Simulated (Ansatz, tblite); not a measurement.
Spin states of the cluster Pd₃H₂⁻, each relaxed with PBE-D4/def2-TZVPD in Ansatz. Electronic energies in the gas phase.

In the def2 sets Pd takes a core potential; there is no spin–orbit coupling. The xTB rows come from tblite. Correlated methods freeze no core orbitals; core or outer-core shells of Pd are correlated, in sets that lack core-valence functions. HOMO above LUMO, or a gap near zero within one spin, warns that the state may not be the lowest or that an electron is smeared out. Another isomer (doublet) lies 0.03 eV lower at PBE0-D4/def2-TZVPD.

Doublet geometry:

```csv
atom,x (Å),y (Å),z (Å)
Pd1,0.135,0.789,-0.420
Pd2,-0.882,-0.785,1.580
Pd3,-0.053,-1.727,-0.669
H4,0.772,1.164,-1.851
H5,0.027,0.559,1.361
```

Quartet geometry:

Cartesian coordinates in Å:
```
Pd -0.106 0.322 -0.790
Pd -0.375 -1.361 1.311
Pd 1.107 0.708 1.421
H 0.321 1.585 -1.679
H -0.946 -1.255 -0.262
```

⟨S²⟩: doublet 0.80 at PBE0-D4/def2-TZVPD (pure 0.75), quartet 3.77 at PBE0-D4/def2-TZVPD (pure 3.75).

Run but left out: HF/STO-3G, HF/def2-SVPD, HF/def2-TZVPD, B2PLYP/def2-TZVPD, MP2/def2-SVPD, MP2/def2-TZVPD, CCSD/def2-SVPD, CCSD(T)/def2-SVPD (doublet: ⟨S²⟩ 0.97 to 4.58, where a pure state has 0.75); LDA (SPW92)/def2-TZVPD (quartet: an occupied level 0.07 eV above an empty one).

Only these spin states were relaxed. Higher spins weren't run and may lie lower.

```
                level  quartet − doublet (kJ/mol)  lowest of these                                                                                        remarks
             GFN2-xTB                        59.3          doublet                                                                                              –
    PBE-D4/def2-TZVPD                        73.2          doublet  HOMO above zero (doublet), HOMO above zero (quartet), gap within one spin near zero (quartet)
 revPBE-D4/def2-TZVPD                        74.3          doublet  HOMO above zero (doublet), HOMO above zero (quartet), gap within one spin near zero (quartet)
r2SCAN0-D4/def2-TZVPD                        63.8          doublet                                                        spin-contaminated (⟨S²⟩ 0.84) (doublet)
   RPA@PBE/def2-TZVPD                        31.6          doublet                                                                                              –
```

Task: Estimate the rows for GFN1-xTB, r2SCAN-D4/def2-TZVPD, PBE0-D4/def2-TZVPD, ωB97M-V/def2-TZVPD.

Result: 
```json
{"level": "GFN1-xTB", "quartet − doublet (kJ/mol)": "194.4", "lowest of these": "doublet", "remarks": "–"}
{"level": "r2SCAN-D4/def2-TZVPD", "quartet − doublet (kJ/mol)": "63.5", "lowest of these": "doublet", "remarks": "HOMO above zero (doublet), HOMO above zero (quartet)"}
{"level": "PBE0-D4/def2-TZVPD", "quartet − doublet (kJ/mol)": "78.9", "lowest of these": "doublet", "remarks": "–"}
{"level": "ωB97M-V/def2-TZVPD", "quartet − doublet (kJ/mol)": "81.2", "lowest of these": "doublet", "remarks": "spin-contaminated (⟨S²⟩ 0.85) (doublet)"}
```

The xTB methods have no spin-polarisation term.
